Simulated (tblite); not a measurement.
Species: C4H9FOSi2.
Structure used (GFN2-xTB), in Å, numbered top down from 1:
```
atom  x, y, z in Å
C1     2.2309    0.4572    1.1737
Si2    1.0863   -0.8771    0.4604
C3     0.0809   -0.3120   -1.0822
C4    -1.2894   -0.0260   -0.4529
F5    -2.3401   -0.4810   -1.2390
C6    -1.5029    1.3590   -0.0532
O7    -0.6547    2.0465    0.4746
Si8   -1.1028   -1.0005    1.2831
H9     1.6920    1.3945    1.2806
H10    2.6142    0.1715    2.1489
H11    3.0835    0.6329    0.5225
H12    1.8353   -2.1231    0.2061
H13   -0.0388   -1.1146   -1.8092
H14    0.4591    0.5577   -1.6185
H15   -2.5390    1.7212   -0.1876
H16   -1.6598   -0.2127    2.3858
H17   -1.9616   -2.1814    1.1464
```

Computed values, GFN2-xTB/tblite, gas phase, harmonic and unscaled. This tight-binding method is rough: wavenumbers can miss measured ones by several per cent, in bad cases by 10 to 20. Modes of hydrogen on silicon can be 10 to 20 % off. One conformer, not necessarily the lowest.

Harmonic wavenumbers (cm⁻¹): 67.8, 94.8, 136.8, 141.5, 153.0, 190.8, 240.9, 272.6, 319.6, 337.7, 392.9, 410.8, 490.4, 510.7, 532.6, 591.3, 604.9, 628.6, 691.2, 729.5, 785.2, 795.1, 819.4, 842.5, 855.5, 944.3, 1024.0, 1126.0, 1206.3, 1226.9, 1356.9, 1359.3, 1459.4, 1464.6, 1468.8, 1709.9, 2130.5, 2221.3, 2239.7, 2784.9, 2990.1, 3004.3, 3027.0, 3039.1, 3044.8.

A = 1941, B = 1175, C = 1028 MHz; mass 148.018 u (most abundant isotopes); point group C1, symmetry number 1.

Q: Zero-point energy?

A: Half the sum of the wavenumbers: 25232 cm⁻¹ = 301.85 kJ/mol.

Q: What is S at 200 K and 1 bar for an ideal gas of classical rigid rotors and harmonic oscillators?

A: Translation 162.88, rotation 117.64, vibration 82.05: S = 362.6 J/(mol K).

Q: And Cp and H(200 K) − H(0)?

A: Cp = 134.37 J/(mol K), of which vibrations give 101.11 (their classical limit is 45 R = 374.2); H(200 K) − H(0) = 16.29 kJ/mol without the zero-point energy, 9.64 from vibrations.

Q: Blend soft modes into free rotors: weight 1/[1 + (100 cm⁻¹/ν̃)⁴] for the oscillator and the rest for a rotor with moment μB/(μ + B), μ = h/(8π²ν), B = 10⁻⁴⁴ kg m². What vibrational entropy results?

A: 79.84 J/(mol K) in place of 82.05, which changes −T·S at 200 K by +0.44 kJ/mol.

Q: How do the functions run with temperature in this model?

A: 
```
 T (K)  S (J/(mol K))  Cp (J/(mol K))  H − H(0) (kJ/mol)  G − H(0) (kJ/mol)  ln q(vib)
   150          327.7           109.3              10.19             -38.96       2.65
   250          395.1           157.7              23.60             -75.18       5.53
298.15          424.6           178.0              31.69             -94.92       6.95
   400          482.3           214.5              51.75            -141.15       9.93
   600          579.6           265.6             100.13            -247.65      15.51
   900          697.2           313.3             187.58            -439.88      23.03
```

q(vib) and H(0) count from the zero-point level.

Q: Which modes carry the vibrational entropy at 200 K?

A: 67.8 cm⁻¹: 14.37; 94.8 cm⁻¹: 11.66; 136.8 cm⁻¹: 8.78; 141.5 cm⁻¹: 8.52; 153.0 cm⁻¹: 7.92; 190.8 cm⁻¹: 6.30 J/(mol K); the other 39 give 24.50 together.

Hindered rotation and anharmonicity are outside this model. Other conformers, if any are populated, would add a mixing term that is left out. The structure is chiral; the term R ln 2 for an equal mix with its mirror image is left out.
